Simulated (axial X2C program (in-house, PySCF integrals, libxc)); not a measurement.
# Low determinants of InH at the PBE0 level, two-component

All values were computed with an in-house relativistic program for diatomic molecules. Two-component (2c) means X2C with spin–orbit coupling and atomic mean-field two-electron Coulomb and Gaunt terms. Basis: In dyall-cv3z [11s12p9d4f1g], H dyall-v3z [6s2p1d] (cores contracted in-house); Gaussian nuclei, density fitting, unrestricted open shells. Masses: In 114.904 u, H 1.008 u.

Search at 1.851 Å (vertical energies from the lowest determinant):

```
ΔE (eV)  state  electrons beyond evenly filled partner blocks  electrons in ±ω = 1/2, 3/2, 5/2, 7/2
   0.00  Ω = 0                                           none                             32 14 4 0
   2.14  Ω = 2                               ω = 1/2, ω = 3/2                             31 15 4 0
   2.24  Ω = 1                                    2 × ω = 1/2                             32 14 4 0
   2.43  Ω = 1                              ω = -1/2, ω = 3/2                             31 15 4 0
```

Lowest determinant, Ω = 0 (closed shell): Re = 1.849 Å, ωe = 1461.9 cm⁻¹.

The determinant in row 2 of the search, Ω = 2 (⟨Sz⟩ = 1.00, ⟨Lz⟩ = 1.00 at PBE0), was followed along the bond at PBE0; measured from the minimum of the lowest determinant it gives:

Te = 2.116 eV (17064 cm⁻¹), Re = 1.773 Å, ωe = 1452.1 cm⁻¹.

(1) Compare the bond of the determinant in row 2 with that of the lowest one.

The search compares states at one distance, so a state with another bond length can lie lower; it is not exhaustive and yields mostly the lowest determinant of each block pattern, so other components and higher states of one pattern are missing. These are energies of single determinants, not of spin-adapted states; PBE0 term energies can be off by some tenths of an eV, and the functional has no current term. Open-shell Ω = 0 determinants with evenly filled partner blocks cannot be reached by this program, so the Ω shown need not be the lowest component.

Answers

(1) At PBE0 its Re is 0.076 Å shorter and its force constant, which goes as ωe², is 0.99 times that of the lowest determinant. T0 ≈ Te + Δωe/2 = 17064 + (-5) = 17059 cm⁻¹.
